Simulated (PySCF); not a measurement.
Species: C4H14N2OSi2.
Numbering: `[CH3:1][CH2:2][CH2:3][Si@H:4]1[NH:5][Si@@H:6]([O:7][CH3:8])[NH:9]1`

Probes without a nucleus sit at each ring's centroid and 1 Å off its mean plane on both sides; NICS is minus the shielding there, NICSzz its component along the normal. Level: GIAO PBE0/pcSseg-1 (PySCF, non-relativistic, gas phase) on the GFN2-xTB geometry, one conformer.

Ring bond lengths (Å), with Mayer bond orders in brackets: Si4–N5 1.740 (0.95), N5–Si6 1.737 (0.94), Si6–N9 1.725 (0.97), N9–Si4 1.737 (0.95).

Give the NICS values of each ring in ppm.

```
         ring                                                        type  NICS(0)  NICS(1), two faces  NICS(1)zz, two faces  rms pucker (Å)  centre to ring atoms, mean (Å)
Si4–N5–Si6–N9  4-membered ring with 2 N and 2 Si; formal bonds all single     -9.9         -2.4 / -3.4            1.4 / -3.1            0.08                            1.22
```

What do they say, and how far can they be read as aromaticity?

- Si4–N5–Si6–N9: mean NICS(1)zz -0.8 ppm, near zero. Si4, Si6 have four or more neighbours, and the NICS criterion for π rings isn't applied. The two faces differ by 4.5 ppm, so no symmetry operation interchanges them. NICS(0) lies 7 ppm below the mean NICS(1).

At the first NICS(1) probe listed for ring Si4–N5–Si6–N9, 1 Å off the ring, how large is the induced field along the normal in 7.05 T applied along it?

NICSzz × B0 = 1.4 ppm × 7.05 T = 10 μT, along the applied field.

List the ring angles and the Hirshfeld charges of the ring atoms.

- Si4–N5–Si6–N9: Si4 83.9° (+0.417 e), N5 94.5° (-0.351 e), Si6 84.4° (+0.444 e), N9 95.0° (-0.347 e); sum 357.8° against 360° for a flat convex ring.

The values belong to the conformer `[CH3:1][CH2:2][CH2:3][Si@H:4]1[NH:5][Si@@H:6]([O:7][CH3:8])[NH:9]1`: C1–C2–C3–Si4 178°, C2–C3–Si4–N5 77°, N5–Si6–O7–C8 -95°.
